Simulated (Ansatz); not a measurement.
Si(CCH)(F)2(Me) (C3H4F2Si), SMILES C#C[Si](C)(F)F.

Geometry optimised at PBE0-D3(BJ)/def2-SVP.

Two levels are set side by side: PBE/def2-SVPD (Ansatz, a quantum-chemistry and plane-wave program) and CAM-B3LYP/def2-SVPD (Ansatz). Energy differences of separate SCF runs at the same geometry; the states with an electron removed or added have multiplicity 2 and 2. Differences are taken from unrounded values.

| quantity | PBE |
|---|---|
| vertical ionisation energy (eV) | 10.86 |
| vertical singlet–triplet gap (eV) | 5.14 |

**Question.** These are the PBE values. What does CAM-B3LYP give? (The exact figures need the calculation; the answer reports its results.)

**Answer.** 
```json
[
 {"quantity": "vertical ionisation energy (eV)", "CAM-B3LYP": "11.31", "PBE minus CAM-B3LYP": "-0.45"},
 {"quantity": "vertical singlet–triplet gap (eV)", "CAM-B3LYP": "5.11", "PBE minus CAM-B3LYP": "0.02"}
]
```
